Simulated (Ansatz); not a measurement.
Molecule: CH6NSi (charge -1, singlet). It need not be the lowest isomer of its formula. Whether it binds its extra electron was not tested at this geometry. SMILES: C[N-][SiH3]
Geometry from a B3LYP-D3(BJ)/def2-TZVP (Ansatz, a program for electronic structure) optimisation:
```
N
C 1 1.4235
H 2 1.1076 1 111.55
H 2 1.1171 3 104.54 1 125.41
H 2 1.1171 3 104.54 4 109.19
Si 1 1.6468 2 124.61 3 -180.00
H 6 1.5046 1 111.14 2 180.00
H 6 1.5357 7 102.85 1 128.76
H 6 1.5357 7 102.85 8 102.49
```
Charge -1, spin multiplicity 1.

Parts of the frozen-core correlation energy in 6-31G (Ansatz, hartree). Frozen orbitals: 7; correlated occupied orbitals by spin: 10 and 10; virtual: 26 and 26. Spin-orbit coupling is left out. No relativistic terms.

| term | value |
|---|---|
| reference (HF) | -384.55851 |
| MP2 opposite-spin | -0.21199 |
| MP2 same-spin | ___ |
| CCSD correlation | ___ |
| (T) | ___ |
| T1 diagnostic | 0.015 |
| largest doubles amplitude | 0.033 |

**Question.** What belongs in the gaps?

**Answer.** 
- MP2 same-spin, value: -0.05688
- CCSD correlation, value: -0.30128
- (T), value: -0.00772
